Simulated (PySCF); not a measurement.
Isomers of C6H17NSn, from PBE0-D3(BJ)/def2-SVP geometry optimisation, gas phase, def2 core potentials past Kr in PySCF. One conformer each, no zero-point energy, no frequencies.

**Question.** Which isomer lies lower at this level?
A. `[CH3][Sn]([CH3])([CH3])[NH]C(C)C` (SnMe3(NHiPr)): A = 1822, B = 852.2, C = 802.1 MHz, dipole 0.72 D
B. `CC[N](C)[Sn]([CH3])([CH3])[CH3]` (Sn(NMeEt)Me3): A = 1657, B = 944.4, C = 851.0 MHz, dipole 0.89 D

**Answer.** A. That is `[CH3][Sn]([NH]C(C)C)([CH3])[CH3]` (SnMe3(NHiPr)), 8.2 kcal/mol below the other.

| SMILES | mapped SMILES | E (Eh) | relative (kcal/mol) | relative (kJ/mol) | dipole (D) |
| --- | --- | --- | --- | --- | --- |
| CC(C)[NH][Sn]([CH3])([CH3])[CH3] | – | -507.37088 | 0.0 | 0.0 | 0.72 |
| CC[N](C)[Sn]([CH3])([CH3])[CH3] | – | -507.35777 | 8.2 | 34.4 | 0.89 |
